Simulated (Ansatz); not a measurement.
Relaxation of H4OSn (6 atoms, charge 0, multiplicity 1), to a largest force component of 0.03 eV/Å in at most 50 steps.

These are results of RKS B3LYP-D4/def2-SVP (Ansatz), not measurements.

```xyz
6
Properties=species:S:1:pos:R:3
Sn 0.139 -0.034 -1.206
H 1.264 -0.251 1.502
H 1.794 0.143 1.218
O -1.127 1.520 -0.975
H -1.855 1.334 -0.361
H -0.781 -1.165 -0.123
```

Task: Where does it end, and by what steps?

Result: It converged. The force dipped under the threshold on the way, but the program's further checks kept it going. After 10 steps the energy has fallen by 0.039 eV; H2 moved furthest, 0.08 Å.

| step | energy less start (eV) | largest force component (eV/Å) | accepted |
| --- | --- | --- | --- |
| 0 | 0.0000 | 1.303 | yes |
| 1 | -0.0188 | 0.750 | yes |
| 2 | 0.0385 | 1.755 | no |
| 3 | -0.0344 | 0.325 | yes |
| 4 | -0.0383 | 0.112 | yes |
| 5 | -0.0389 | 0.024 | yes |
| 6 | -0.0389 | 0.064 | no |
| 7 | -0.0389 | 0.057 | yes |
| 8 | -0.0392 | 0.024 | yes |
| 9 | -0.0393 | 0.042 | yes |
| 10 | -0.0394 | 0.014 | yes |

```xyz
6
Properties=species:S:1:pos:R:3
Sn 0.142 -0.061 -1.229
H 1.195 -0.255 1.462
H 1.752 0.195 1.196
O -1.087 1.510 -0.940
H -1.812 1.333 -0.324
H -0.756 -1.174 -0.110
```

Whether the end is a true minimum wasn't checked by a vibrational analysis.

The run took 21 s on 1 thread of Arm Neoverse V1, on a shared host, peak memory 0.11 GiB.
